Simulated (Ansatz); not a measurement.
Ansatz (a program for electronic structure) input (B3LYP-D3(BJ)/def2-TZVP):

Ansatz 0.2 input:
```yaml
crystal:
  periodic: [false, false, false]
  atoms:
    - {symbol: Mo, position_ang: [-0.00000000, -0.00000000, -0.64926302]}
    - {symbol: O, position_ang: [0.00000000, 0.00000000, 2.44602981]}
    - {symbol: C, position_ang: [0.00000000, 0.00000000, 1.28346807]}
basis:
  gaussian:
    orbitals: def2-TZVP
hamiltonian:
  xc: b3lyp
  dispersion: d3bj
magnetization: {spin_polarized: true, initial_magnetization: 4}
phonons: {temperatures: {t_min: 298.15, t_max: 298.15, t_step: 100}}
```

Output:

```
Functional definition: B3LYP
integrals: 0.03 GiB planned
702 factors; their error is unknown
mean field: 0.35 GiB planned
mean field evaluation 1: about -4932.5043 eV, gradient 3.8e1 eV
mean field evaluation 2: about -4875.6681 eV, gradient 1.1e2 eV
mean field evaluation 4: about -4937.2961 eV, gradient 2.1e1 eV
mean field evaluation 8: about -4939.1009 eV, gradient 4.1e-1 eV
mean field evaluation 16: about -4939.1750 eV, gradient 1.8e-3 eV
mean field evaluation 32: about -4939.1498 eV, gradient 1.0e0 eV
mean field -4939.17496476 eV, -181.5113320618 hartree, gradient 2.4e-5 eV, S^2 6.064457; 3 other end points of the search recorded, 0 dependent functions left out
the calculation of the forces begins
reference -4939.17516851 eV, -181.5113395496 hartree; 16, 12 occupied and 86, 90 virtual orbitals, 702 factors
these checks for a lower state are left out or cut short: stability, starts, cluster_reference, orbital_swaps, neighbouring_geometries, increment
integrals: 0.03 GiB planned
702 factors; their error is unknown
mean field: 0.35 GiB planned
mean field -4939.17496285 eV, -181.5113319916 hartree, gradient 1.3e-6 eV, S^2 6.064458; 0 other end points of the search recorded, 0 dependent functions left out
the calculation of the forces begins
reference -4939.17516660 eV, -181.5113394794 hartree; 16, 12 occupied and 86, 90 virtual orbitals, 702 factors
these checks for a lower state are left out or cut short: stability, starts, cluster_reference, orbital_swaps, neighbouring_geometries, increment
integrals: 0.03 GiB planned
702 factors; their error is unknown
mean field: 0.34 GiB planned
mean field -4939.17496285 eV, -181.5113319916 hartree, gradient 1.3e-6 eV, S^2 6.064458; 0 other end points of the search recorded, 0 dependent functions left out
the calculation of the forces begins
reference -4939.17516660 eV, -181.5113394794 hartree; 16, 12 occupied and 86, 90 virtual orbitals, 702 factors
these checks for a lower state are left out or cut short: stability, starts, cluster_reference, orbital_swaps, neighbouring_geometries, increment
integrals: 0.03 GiB planned
702 factors; their error is unknown
mean field: 0.35 GiB planned
mean field -4939.17496301 eV, -181.5113319975 hartree, gradient 1.0e-6 eV, S^2 6.064458; 0 other end points of the search recorded, 0 dependent functions left out
the calculation of the forces begins
reference -4939.17516676 eV, -181.5113394853 hartree; 16, 12 occupied and 86, 90 virtual orbitals, 702 factors
these checks for a lower state are left out or cut short: stability, starts, cluster_reference, orbital_swaps, neighbouring_geometries, increment
integrals: 0.03 GiB planned
702 factors; their error is unknown
mean field: 0.35 GiB planned
mean field evaluation 64: about -4939.1750 eV, gradient 1.0e-4 eV
mean field -4939.17496301 eV, -181.5113319975 hartree, gradient 1.0e-6 eV, S^2 6.064458; 0 other end points of the search recorded, 0 dependent functions left out
the calculation of the forces begins
reference -4939.17516676 eV, -181.5113394853 hartree; 16, 12 occupied and 86, 90 virtual orbitals, 702 factors
these checks for a lower state are left out or cut short: stability, starts, cluster_reference, orbital_swaps, neighbouring_geometries, increment
integrals: 0.03 GiB planned
702 factors; their error is unknown
mean field: 0.35 GiB planned
mean field -4939.17489365 eV, -181.5113294487 hartree, gradient 1.0e-6 eV, S^2 6.063852; 0 other end points of the search recorded, 0 dependent functions left out
the calculation of the forces begins
reference -4939.17509740 eV, -181.5113369364 hartree; 16, 12 occupied and 86, 90 virtual orbitals, 702 factors
these checks for a lower state are left out or cut short: stability, starts, cluster_reference, orbital_swaps, neighbouring_geometries, increment
integrals: 0.03 GiB planned
702 factors; their error is unknown
mean field: 0.35 GiB planned
mean field -4939.17491563 eV, -181.5113302562 hartree, gradient 1.0e-6 eV, S^2 6.065068; 0 other end points of the search recorded, 0 dependent functions left out
the calculation of the forces begins
reference -4939.17511938 eV, -181.5113377442 hartree; 16, 12 occupied and 86, 90 virtual orbitals, 702 factors
these checks for a lower state are left out or cut short: stability, starts, cluster_reference, orbital_swaps, neighbouring_geometries, increment
integrals: 0.03 GiB planned
702 factors; their error is unknown
mean field: 0.34 GiB planned
mean field -4939.17495947 eV, -181.5113318675 hartree, gradient 1.1e-6 eV, S^2 6.064459; 0 other end points of the search recorded, 0 dependent functions left out
the calculation of the forces begins
reference -4939.17516322 eV, -181.5113393553 hartree; 16, 12 occupied and 86, 90 virtual orbitals, 702 factors
these checks for a lower state are left out or cut short: stability, starts, cluster_reference, orbital_swaps, neighbouring_geometries, increment
integrals: 0.03 GiB planned
702 factors; their error is unknown
mean field: 0.35 GiB planned
mean field evaluation 96: about -4939.1750 eV, gradient 1.0e-4 eV
mean field -4939.17495947 eV, -181.5113318675 hartree, gradient 1.1e-6 eV, S^2 6.064459; 0 other end points of the search recorded, 0 dependent functions left out
the calculation of the forces begins
reference -4939.17516322 eV, -181.5113393553 hartree; 16, 12 occupied and 86, 90 virtual orbitals, 702 factors
these checks for a lower state are left out or cut short: stability, starts, cluster_reference, orbital_swaps, neighbouring_geometries, increment
integrals: 0.03 GiB planned
702 factors; their error is unknown
mean field: 0.35 GiB planned
mean field -4939.17495991 eV, -181.5113318838 hartree, gradient 1.0e-6 eV, S^2 6.064458; 0 other end points of the search recorded, 0 dependent functions left out
the calculation of the forces begins
reference -4939.17516367 eV, -181.5113393717 hartree; 16, 12 occupied and 86, 90 virtual orbitals, 702 factors
these checks for a lower state are left out or cut short: stability, starts, cluster_reference, orbital_swaps, neighbouring_geometries, increment
integrals: 0.03 GiB planned
702 factors; their error is unknown
mean field: 0.35 GiB planned
mean field -4939.17495991 eV, -181.5113318838 hartree, gradient 1.0e-6 eV, S^2 6.064458; 0 other end points of the search recorded, 0 dependent functions left out
the calculation of the forces begins
reference -4939.17516367 eV, -181.5113393717 hartree; 16, 12 occupied and 86, 90 virtual orbitals, 702 factors
these checks for a lower state are left out or cut short: stability, starts, cluster_reference, orbital_swaps, neighbouring_geometries, increment
integrals: 0.03 GiB planned
702 factors; their error is unknown
mean field: 0.35 GiB planned
mean field -4939.17467819 eV, -181.5113215307 hartree, gradient 1.0e-6 eV, S^2 6.065110; 0 other end points of the search recorded, 0 dependent functions left out
the calculation of the forces begins
reference -4939.17488194 eV, -181.5113290182 hartree; 16, 12 occupied and 86, 90 virtual orbitals, 702 factors
these checks for a lower state are left out or cut short: stability, starts, cluster_reference, orbital_swaps, neighbouring_geometries, increment
integrals: 0.03 GiB planned
702 factors; their error is unknown
mean field: 0.35 GiB planned
mean field evaluation 128: about -4939.1747 eV, gradient 1.0e-4 eV
mean field -4939.17465105 eV, -181.5113205332 hartree, gradient 1.0e-6 eV, S^2 6.063809; 0 other end points of the search recorded, 0 dependent functions left out
the calculation of the forces begins
reference -4939.17485481 eV, -181.5113280214 hartree; 16, 12 occupied and 86, 90 virtual orbitals, 702 factors
these checks for a lower state are left out or cut short: stability, starts, cluster_reference, orbital_swaps, neighbouring_geometries, increment
integrals: 0.03 GiB planned
702 factors; their error is unknown
mean field: 0.35 GiB planned
mean field -4939.17495118 eV, -181.5113315630 hartree, gradient 1.9e-6 eV, S^2 6.064461; 0 other end points of the search recorded, 0 dependent functions left out
the calculation of the forces begins
reference -4939.17515494 eV, -181.5113390508 hartree; 16, 12 occupied and 86, 90 virtual orbitals, 702 factors
these checks for a lower state are left out or cut short: stability, starts, cluster_reference, orbital_swaps, neighbouring_geometries, increment
integrals: 0.03 GiB planned
702 factors; their error is unknown
mean field: 0.35 GiB planned
mean field -4939.17495118 eV, -181.5113315630 hartree, gradient 1.9e-6 eV, S^2 6.064461; 0 other end points of the search recorded, 0 dependent functions left out
the calculation of the forces begins
reference -4939.17515494 eV, -181.5113390508 hartree; 16, 12 occupied and 86, 90 virtual orbitals, 702 factors
these checks for a lower state are left out or cut short: stability, starts, cluster_reference, orbital_swaps, neighbouring_geometries, increment
integrals: 0.03 GiB planned
702 factors; their error is unknown
mean field: 0.35 GiB planned
mean field -4939.17495232 eV, -181.5113316049 hartree, gradient 1.0e-6 eV, S^2 6.064459; 0 other end points of the search recorded, 0 dependent functions left out
the calculation of the forces begins
reference -4939.17515608 eV, -181.5113390927 hartree; 16, 12 occupied and 86, 90 virtual orbitals, 702 factors
these checks for a lower state are left out or cut short: stability, starts, cluster_reference, orbital_swaps, neighbouring_geometries, increment
integrals: 0.03 GiB planned
702 factors; their error is unknown
mean field: 0.35 GiB planned
mean field evaluation 160: about -4939.1750 eV, gradient 1.0e-4 eV
mean field -4939.17495232 eV, -181.5113316049 hartree, gradient 1.0e-6 eV, S^2 6.064459; 0 other end points of the search recorded, 0 dependent functions left out
the calculation of the forces begins
reference -4939.17515608 eV, -181.5113390927 hartree; 16, 12 occupied and 86, 90 virtual orbitals, 702 factors
these checks for a lower state are left out or cut short: stability, starts, cluster_reference, orbital_swaps, neighbouring_geometries, increment
integrals: 0.03 GiB planned
702 factors; their error is unknown
mean field: 0.35 GiB planned
mean field -4939.17463749 eV, -181.5113200351 hartree, gradient 1.0e-6 eV, S^2 6.064411; 0 other end points of the search recorded, 0 dependent functions left out
the calculation of the forces begins
reference -4939.17484126 eV, -181.5113275233 hartree; 16, 12 occupied and 86, 90 virtual orbitals, 702 factors
these checks for a lower state are left out or cut short: stability, starts, cluster_reference, orbital_swaps, neighbouring_geometries, increment
integrals: 0.03 GiB planned
702 factors; their error is unknown
mean field: 0.35 GiB planned
mean field -4939.17464276 eV, -181.5113202287 hartree, gradient 1.0e-6 eV, S^2 6.064495; 0 other end points of the search recorded, 0 dependent functions left out
the calculation of the forces begins
reference -4939.17484650 eV, -181.5113277160 hartree; 16, 12 occupied and 86, 90 virtual orbitals, 702 factors
Total energy: -4939.28761486 eV, -181.5154718768 hartree
Atom 0 at    -0.000000    -0.000000    -0.649263 Å, force    -0.000000     0.000000    -0.000101 eV/Å
Atom 1 at     0.000000     0.000000     2.446030 Å, force    -0.000000     0.000000     0.000074 eV/Å
Atom 2 at     0.000000     0.000000     1.283468 Å, force     0.000000    -0.000000     0.000027 eV/Å
Dipole moment:    -0.000000    -0.000000    -0.846524 e Å
Vibrations: 343.54 358.98 487.51 1949.81 cm⁻¹, zero-point energy 0.194645 eV
```

The spin state was set by rule; other spins were not relaxed.
